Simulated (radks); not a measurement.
The numbers below are computed, except where a source is named.
The nuclear charge of the xenon ion Xe+ is varied continuously with 53 electrons held in [Kr] 4d10 5s2 5p5. Level of theory: Dirac Kohn-Sham, PBE, spin-unpolarised, spherical densities, finite nucleus; open shells fill j = l - 1/2 first; Fermi nuclear charge, rms radius 4.7859 fm (a radial shooting solver on a logarithmic mesh with Libxc functionals). By the Hellmann-Feynman theorem dE/dZ = E(electron-nucleus)/Z, the electronic potential at the nucleus (averaged over a nucleus of fixed radius).

Z	E (hartree)	E(electron-nucleus)/Z (hartree)	HOMO	e(HOMO) (eV)	<r> HOMO (bohr)
53	-7118.79964	-326.432	5p3/2	-6.732	2.520
53.2	-7184.25919	-328.163	5p3/2	-8.527	2.449
53.4	-7250.06490	-329.894	5p3/2	-10.408	2.384
53.6	-7316.21687	-331.626	5p3/2	-12.370	2.325
53.8	-7382.71521	-333.358	5p3/2	-14.411	2.271
54	-7449.56010	-335.091	5p3/2	-16.526	2.221
54.2	-7516.7517	-336.825	5p3/2	-18.713	2.174
54.4	-7584.2903	-338.561	5p3/2	-20.971	2.130
54.6	-7652.1761	-340.297	5p3/2	-23.296	2.089
54.8	-7720.4092	-342.035	5p3/2	-25.688	2.050
55	-7788.9901	-343.774	5p3/2	-28.146	2.014

The central difference of E at Z = 54 is -335.091 hartree, to compare with the third column; the second derivative is -8.67 hartree.
